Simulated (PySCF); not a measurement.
B(CCH)(Me)2 (C4H7B), SMILES C#CB(C)C.

Geometry optimised at B3LYP-D3(BJ)/def2-SVP.

Calculation: TDA-M06-2X/def2-SVPD in PySCF 2.14.0.

Vertical excitations. The molecule is in vacuum. State labels are in the subgroup C2.

| state | symmetry | energy (eV) | λ (nm) | f | main pairs |
|---|---|---|---|---|---|
| S1 | A | 4.47 | 278 | 0.000 | HOMO→LUMO 94 % |
| S2 | A | 6.07 | 204 | 0.078 | HOMO−1→LUMO 74 %, HOMO→LUMO+3 16 % |
| S3 | A | 6.25 | 198 | 0.001 | HOMO−2→LUMO 82 % |
| S4 | B | 6.75 | 184 | 0.006 | HOMO−3→LUMO 94 % |
| S5 | A | 7.06 | 176 | 0.000 | HOMO−1→LUMO+3 56 %, HOMO−1→LUMO+4 29 %, HOMO−2→LUMO 9 % |
| S6 | B | 7.34 | 169 | 0.063 | HOMO→LUMO+1 93 % |
| S7 | B | 7.95 | 156 | 0.039 | HOMO−1→LUMO+1 90 % |
| S8 | B | 8.16 | 152 | 0.003 | HOMO→LUMO+2 86 % |
| S9 | A | 8.62 | 144 | 0.193 | HOMO−5→LUMO 48 %, HOMO→LUMO+3 16 %, HOMO→LUMO+7 14 % |
| S10 | A | 8.68 | 143 | 0.637 | HOMO→LUMO+3 34 %, HOMO−5→LUMO 20 %, HOMO−1→LUMO+7 12 %, HOMO−1→LUMO 12 % |
| T1 | A | 4.30 | 289 | 0 | HOMO→LUMO 95 % |
| T2 | A | 4.53 | 274 | 0 | HOMO−1→LUMO 87 % |
| T3 | A | 5.96 | 208 | 0 | HOMO−2→LUMO 86 % |
| T4 | A | 6.06 | 205 | 0 | HOMO→LUMO+3 54 %, HOMO→LUMO+4 29 % |
Triplets are in the Tamm–Dancoff approximation.
